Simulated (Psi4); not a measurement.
H3GeO3, doublet, geometry from GFN2-xTB; HF/6-31G run with Psi4.

Here is a job for Psi4.
```
memory 2 GB

molecule mol {
0 2
O    -0.890264   -1.046493   -0.981578
Ge   -0.135613   -0.047361    0.310441
O    -0.261370    1.641596   -0.296750
O     1.619040   -0.431866    0.208358
H    -1.662828   -0.651932   -1.382051
H     0.453484    2.212240   -0.020595
H     1.809713   -1.350635    0.028302
}

set {
  basis 6-31g
  reference uhf
}

energy('scf')
print_variables()
```

### Question
Write the output that Psi4 gives for this input, abridged.

### Answer

```
   => Loading Basis Set <=

    Name: 6-31G
    Role: ORBITAL
    Keyword: BASIS

         ---------------------------------------------------------
                                   SCF
               by Justin Turney, Rob Parrish, Andy Simmonett
                          and Daniel G. A. Smith
                              UHF Reference
         ---------------------------------------------------------

  ==> Geometry <==

    Molecular point group: c1
    Full point group: C1

    Geometry (in Angstrom), charge = 0, multiplicity = 2:

       Center              X                  Y                   Z               Mass
    ------------   -----------------  -----------------  -----------------  -----------------
         O           -0.874707319496    -1.041060288868    -1.017190012710    15.994914619570
         GE          -0.120056319496    -0.041928288868     0.274828987290    73.921177761000
         O           -0.245813319496     1.647028711132    -0.332362012710    15.994914619570
         O            1.634596680504    -0.426433288868     0.172745987290    15.994914619570
         H           -1.647271319496    -0.646499288868    -1.417663012710     1.007825032230
         H            0.469040680504     2.217672711132    -0.056207012710     1.007825032230
         H            1.825269680504    -1.345202288868    -0.007310012710     1.007825032230

  Running in c1 symmetry.

  Rotational constants: A =      0.19013  B =      0.19013  C =      0.11702 [cm^-1]
  Rotational constants: A =   5699.88006  B =   5699.87931  C =   3508.27188 [MHz]
  Nuclear repulsion =  304.710903521030616

  Charge       = 0
  Multiplicity = 2
  Electrons    = 59
  Nalpha       = 30
  Nbeta        = 29

  ==> Algorithm <==

  SCF Algorithm Type is DF.
  DIIS enabled.
  MOM disabled.
  Fractional occupation disabled.
  Guess Type is SAD.
  Energy threshold   = 1.00e-06
  Density threshold  = 1.00e-06
  Integral threshold = 1.00e-12

  ==> Primary Basis <==

  Basis Set: 6-31G
    Blend: 6-31G
    Number of shells: 32
    Number of basis functions: 62
    Number of Cartesian functions: 62
    Spherical Harmonics?: false
    Max angular momentum: 2

   => Loading Basis Set <=

    Name: (6-31G AUX)
    Role: JKFIT
    Keyword: DF_BASIS_SCF

  ==> Integral Setup <==

  SCF_SUBTYPE=INCORE selected. In-core MEM_DF algorithm will be used.
  Using in-core AOs.

  ==> MemDFJK: Density-Fitted J/K Matrices <==

    J tasked:                   Yes
    K tasked:                   Yes
    wK tasked:                   No
    Algorithm:                 Core
    Schwarz Cutoff:           1E-12
    Mask sparsity (%):       0.9365
    Fitting Condition:        1E-10

   => Auxiliary Basis Set <=

  Basis Set: (6-31G AUX)
    Blend: CC-PVDZ-JKFIT
    Number of shells: 146
    Number of basis functions: 527
    Number of Cartesian functions: 527
    Spherical Harmonics?: false
    Max angular momentum: 3

  Minimum eigenvalue in the overlap matrix is 7.8937844206E-04.
  Reciprocal condition number of the overlap matrix is 1.7240989103E-04.
    Using symmetric orthogonalization.

  ==> Pre-Iterations <==

  SCF Guess: Superposition of Atomic Densities via on-the-fly atomic UHF (no occupation information).

   -------------------------
    Irrep   Nso     Nmo
   -------------------------
     A         62      62
   -------------------------
    Total      62      62
   -------------------------

  ==> Iterations <==

                           Total Energy        Delta E     RMS |[F,P]|

   @DF-UHF iter SAD: -2296.08855819511700   -2.29609e+03   0.00000e+00
   @DF-UHF iter   1: -2299.79823060938088   -3.70967e+00   3.85903e-02 ADIIS/DIIS
   @DF-UHF iter   2: -2300.42871203068944   -6.30481e-01   2.69965e-02 ADIIS/DIIS
   @DF-UHF iter   3: -2300.76970646516475   -3.40994e-01   3.05692e-03 ADIIS/DIIS
   @DF-UHF iter   4: -2300.77580993297988   -6.10347e-03   3.73633e-04 ADIIS/DIIS
   @DF-UHF iter   5: -2300.77620323246629   -3.93299e-04   1.44430e-04 ADIIS/DIIS
   @DF-UHF iter   6: -2300.77632275981659   -1.19527e-04   5.71097e-05 DIIS
   @DF-UHF iter   7: -2300.77635710457889   -3.43448e-05   2.39586e-05 DIIS
   @DF-UHF iter   8: -2300.77636368389358   -6.57931e-06   7.57446e-06 DIIS
   @DF-UHF iter   9: -2300.77636424504999   -5.61156e-07   2.46824e-06 DIIS
   @DF-UHF iter  10: -2300.77636430180792   -5.67579e-08   9.12290e-07 DIIS
  Energy and wave function converged.

  ==> Post-Iterations <==

   @Spin Contamination Metric:   1.117733110E-02
   @S^2 Expected:                7.500000000E-01
   @S^2 Observed:                7.611773311E-01
   @S   Expected:                5.000000000E-01
   @S   Observed:                5.000000000E-01

    Orbital Energies [Eh]
    ---------------------

    Alpha Occupied:

       1A   -405.373926     2A    -52.291316     3A    -46.384821
       4A    -46.383310     5A    -46.383310     6A    -20.573690
       7A    -20.573684     8A    -20.573684     9A     -7.298508
      10A     -5.274046    11A     -5.270168    12A     -5.270168
      13A     -1.620255    14A     -1.620255    15A     -1.613723
      16A     -1.611478    17A     -1.611478    18A     -1.362965
      19A     -1.329262    20A     -1.329262    21A     -0.776807
      22A     -0.682915    23A     -0.682915    24A     -0.584462
      25A     -0.553894    26A     -0.543627    27A     -0.543626
      28A     -0.504500    29A     -0.504500    30A     -0.379032

    Alpha Virtual:

      31A      0.127629    32A      0.127629    33A      0.175913
      34A      0.206921    35A      0.278094    36A      0.278094
      37A      0.349605    38A      0.397011    39A      0.412324
      40A      0.412324    41A      1.085409    42A      1.085409
      43A      1.157554    44A      1.191258    45A      1.191258
      46A      1.224206    47A      1.299152    48A      1.319056
      49A      1.319056    50A      1.433884    51A      1.433884
      52A      1.441893    53A      1.635176    54A      1.635176
      55A      1.925373    56A      2.372659    57A      3.271199
      58A      3.271199    59A      3.305620    60A      3.473086
      61A      3.473086    62A     74.123484

    Beta Occupied:

       1A   -405.371556     2A    -52.289149     3A    -46.382839
       4A    -46.382839     5A    -46.381688     6A    -20.566538
       7A    -20.566538     8A    -20.566537     9A     -7.291454
      10A     -5.269107    11A     -5.269107    12A     -5.262717
      13A     -1.617971    14A     -1.617971    15A     -1.608513
      16A     -1.608513    17A     -1.607179    18A     -1.341725
      19A     -1.308173    20A     -1.308172    21A     -0.747789
      22A     -0.670709    23A     -0.670709    24A     -0.551859
      25A     -0.528751    26A     -0.502856    27A     -0.502856
      28A     -0.488790    29A     -0.488790

    Beta Virtual:

      30A     -0.005058    31A      0.156339    32A      0.156339
      33A      0.183243    34A      0.247637    35A      0.286368
      36A      0.286368    37A      0.352871    38A      0.413284
      39A      0.439820    40A      0.439820    41A      1.093605
      42A      1.093605    43A      1.160980    44A      1.201253
      45A      1.201253    46A      1.245781    47A      1.311779
      48A      1.329432    49A      1.329432    50A      1.445124
      51A      1.445124    52A      1.445418    53A      1.647710
      54A      1.647710    55A      1.932601    56A      2.392199
      57A      3.282047    58A      3.282048    59A      3.328217
      60A      3.480413    61A      3.480414    62A     74.127668

    Final Occupation by Irrep:
              A
    DOCC [    29 ]
    SOCC [     1 ]
    NA   [    30 ]
    NB   [    29 ]

  @DF-UHF Final Energy: -2300.77636430180792

   => Energetics <=

    Nuclear Repulsion Energy =            304.7109035210306160
    One-Electron Energy =               -3812.6977120757878765
    Two-Electron Energy =                1207.2104442529494008
    Total Energy =                      -2300.7763643018079165

  UHF NO Occupations:
  HONO-2 :   28  A 1.9983121
  HONO-1 :   29  A 1.9979731
  HONO-0 :   30  A 1.0000000
  LUNO+0 :   31  A 0.0020269
  LUNO+1 :   32  A 0.0016879
  LUNO+2 :   33  A 0.0016879
  LUNO+3 :   34  A 0.0000307

Computation Completed

Properties will be evaluated at   0.000000,   0.000000,   0.000000 [a0]

Properties computed using the SCF density matrix

 Multipole Moments:

 ------------------------------------------------------------------------------------
     Multipole            Electronic (a.u.)      Nuclear  (a.u.)        Total (a.u.)
 ------------------------------------------------------------------------------------

 L = 1.  Multiply by 2.5417464519 to convert [e a0] to [Debye]
 Dipole X            :         -2.1076008            1.7344760           -0.3731249
 Dipole Y            :         -0.7360547            0.6057460           -0.1303087
 Dipole Z            :          4.8246535           -3.9705050            0.8541485
 Magnitude           :                                                    0.9411547

 ------------------------------------------------------------------------------------

  Variable Map:
  ----------------------------------------------------------------------------
  "CURRENT ENERGY"           =>   -2300.776364301808
  "CURRENT REFERENCE ENERGY" =>   -2300.776364301808
  "DD SOLVATION ENERGY"      =>       0.000000000000
  "HF KINETIC ENERGY"        =>    2299.048273931040
  "HF POTENTIAL ENERGY"      =>   -4599.824638232847
  "HF TOTAL ENERGY"          =>   -2300.776364301808
  "HF VIRIAL RATIO"          =>       2.000751654670
  "NUCLEAR REPULSION ENERGY" =>     304.710903521031
  "ONE-ELECTRON ENERGY"      =>   -3812.697712075788
  "PCM POLARIZATION ENERGY"  =>       0.000000000000
  "PE ENERGY"                =>       0.000000000000
  "SCF ITERATION ENERGY"     =>   -2300.776364301808
  "SCF ITERATIONS"           =>      10.000000000000
  "SCF TOTAL ENERGY"         =>   -2300.776364301808
  "TWO-ELECTRON ENERGY"      =>    1207.210444252949

  Array Variable Map:
  ----------------------------------------------------------------------------
  "CURRENT DIPOLE"           =>      -0.373124856699 ... 0.854148521646 1 by 3
  "SCF DIPOLE"               =>      -0.373124856699 ... 0.854148521646 1 by 3
  "SCF TOTAL ENERGIES"       =>   -2296.088558195117 ... -2300.776364301808 1 by 11
```
